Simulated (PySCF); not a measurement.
Si(H)(Me)2(SH) (C2H8SSi), SMILES C[SiH](C)S. Geometry: B3LYP-D3(BJ)/def2-SVP. One conformer was computed; it need not be the lowest.

Question: Give the equilibrium geometry at B3LYP-D3(BJ)/def2-SVP (PySCF confirms it by a frequency run) as Cartesian coordinates in Å, and its point group. (An estimate is asked for; the answer gives what the named calculation found.)

Answer: This is not unique; one that fits is point group Cs.
```xyz
12

Si    -0.3960     0.4125     0.0000
C     -1.2311    -0.2565    -1.5479
C     -1.2311    -0.2565     1.5479
S      1.7259    -0.0511     0.0000
H     -0.4143     1.9034     0.0000
H     -1.1780    -1.3573    -1.5744
H     -0.7422     0.1304    -2.4551
H     -2.2952     0.0323    -1.5742
H     -0.7422     0.1304     2.4551
H     -1.1780    -1.3573     1.5744
H     -2.2952     0.0323     1.5742
H      1.5483    -1.3937     0.0000
```
Charge 0, spin multiplicity 1.
